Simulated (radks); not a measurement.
Results of a calculation; reference values are marked as such.
As2+, configuration [Ar] 3d10 4s2 4p1. Code: a radial shooting solver on a logarithmic mesh with Libxc functionals. Model: scalar-relativistic Kohn-Sham, BLYP, spin-polarised, spherical densities, point nucleus; open shells are filled with parallel spins first.

X-ray form factor f0, the Fourier transform of the density (f0(0) = 31):

sin(theta)/lambda (1/angstrom)  f0 (electrons)
0.05                                    30.599
0.1                                     29.502
0.15                                    27.958
0.2                                     26.225
0.25                                    24.477
0.3                                     22.798
0.4                                     19.703
0.5                                     16.935
0.6                                     14.499
0.8                                     10.754
1                                        8.423
1.25                                     6.824
1.5                                      5.915
2                                        4.607
